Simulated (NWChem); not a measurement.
System meant: Si$_{2}$HCl$_{4}$, doublet; SMILES Cl[Si](Cl)[SiH](Cl)Cl

NWChem input:

```
start job
memory heap 200 mb stack 900 mb global 1100 mb
geometry units angstroms noautoz
  Cl    -1.688793    -2.035553    -0.147379
  Si    -0.000865    -1.031108     0.512764
  Cl     1.685183    -2.034600    -0.153647
  Si    -0.003653     1.107917    -0.478870
  Cl    -1.691437     2.084893     0.181935
  Cl     1.687264     2.085428     0.173057
  H     -0.007611     1.106157    -1.965954
end
basis spherical
  * library def2-svp
end
dft
  odft
  mult 2
  xc b3lyp
  iterations 4
  mulliken
end
task dft energy
```

End of the output:

```
     --------------------------
     Expectation value of S2:
     --------------------------
      <S2> =      0.7524 (Exact =     0.7500)

 center of mass
 --------------
 x =   0.01963585 y =  -0.01023997 z =   0.00000000

 moments of inertia (a.u.)
 ------------------
        3777.568908310105           0.000039575274           0.000000000000
           0.000039575274        1498.817787161425           0.000000000000
           0.000000000000           0.000000000000        2429.282272613278

     Multipole analysis of the density
     ---------------------------------

     L   x y z        total         alpha         beta         nuclear
     -   - - -        -----         -----         ----         -------
     0   0 0 0     -0.000000    -49.000000    -48.000000     97.000000

     1   1 0 0     -0.060598     -0.689687      0.629089      0.000000
     1   0 1 0      0.043954      0.939225     -0.895272     -0.000000
     1   0 0 1      0.000000      0.000000      0.000000      0.000000

     2   2 0 0    -55.136231    -53.216301    -46.502779     44.582849
     2   1 1 0     -0.832583      3.974214      0.466594     -5.273390
     2   1 0 1     -0.000000     -0.000000     -0.000000      0.000000
     2   0 2 0    -59.247921   -607.941075   -600.789515   1149.482669
     2   0 1 1      0.000000     -0.000000      0.000000      0.000000
     2   0 0 2    -58.450498   -376.948017   -373.558056    692.055575

 ------------------------------------------------------------------------
 dft energy failed                                                                                  0
 ------------------------------------------------------------------------
 ------------------------------------------------------------------------
  current input line :
    22: task dft energy
 ------------------------------------------------------------------------
 ------------------------------------------------------------------------
 This type of error is most commonly associated with calculations not reaching convergence criteria
 ------------------------------------------------------------------------
 For more information see the NWChem manual at https://nwchemgit.github.io

0:dft energy failed:Received an Error in Communication
```

**Question.** What is wrong, and how is it mended?

**Answer.** Convergence was not reached. Cause: the SCF was allowed too few iterations. This input runs:
```
start job
memory heap 200 mb stack 900 mb global 1100 mb
geometry units angstroms noautoz
  Cl    -1.688793    -2.035553    -0.147379
  Si    -0.000865    -1.031108     0.512764
  Cl     1.685183    -2.034600    -0.153647
  Si    -0.003653     1.107917    -0.478870
  Cl    -1.691437     2.084893     0.181935
  Cl     1.687264     2.085428     0.173057
  H     -0.007611     1.106157    -1.965954
end
basis spherical
  * library def2-svp
end
dft
  odft
  mult 2
  xc b3lyp
  iterations 150
  mulliken
end
task dft energy
```
It converges to -2419.86874 Ha (B3LYP/def2-SVP, spin-unrestricted).
